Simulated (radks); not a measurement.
Cu3+, 26 electrons, occupied as [Ar] 3d8.

All-electron calculation, non-relativistic Kohn-Sham, TPSS, spin-unpolarised, spherical densities, point nucleus; meta-GGA in the generalised Kohn-Sham scheme. Program: a radial shooting solver on a logarithmic mesh with Libxc functionals.

Energy parts (Ry):
total: -3276.11242
kinetic: 3273.88376
electron-nucleus: -7754.07991
Hartree: 1335.83815
exchange-correlation: -131.75442

Orbitals (lengths in bohr, moments of r in powers of bohr; r(max) is where P^2 peaks; r(90%) holds 90 % of the orbital's charge):
orbital  occ.  eigenvalue (Ry)     <r^2>       <r^4>   r(max)  r(90%)
1s          2        -647.4799  0.003746  0.00003576  0.03488  0.0941
2s          2        -80.15629   0.06697    0.007772   0.1995   0.368
2p          6        -70.58464   0.05289    0.005636   0.1594   0.339
3s          2        -11.62952    0.5888      0.5586   0.6193    1.07
3p          6         -8.63093    0.6451      0.7207   0.6198    1.14
3d          8         -3.60771    0.9228       1.993   0.5865    1.44

The highest occupied level is 3d at -49.085 eV. Virial ratio -V/T = 2.00068. The electron density at the nucleus is 1.664e+04 e/bohr^3. Summed over all electrons, <r^2> = 12.89 bohr^2, which gives a Langevin (diamagnetic) susceptibility term of -10.2 x 10^-6 cm^3/mol. For comparison, the ionisation energy in NIST's Atomic Spectra Database is 57.38 eV (semi-empirical). In exact Kohn-Sham theory the highest level is minus the ionisation energy, but local and semilocal functionals leave it too shallow, through self-interaction and a potential that decays too fast; potentials with the right tail come closer.

Beside tabulated values, note that spin-unpolarised runs miss the spin-polarisation part of the exchange energy of open shells.
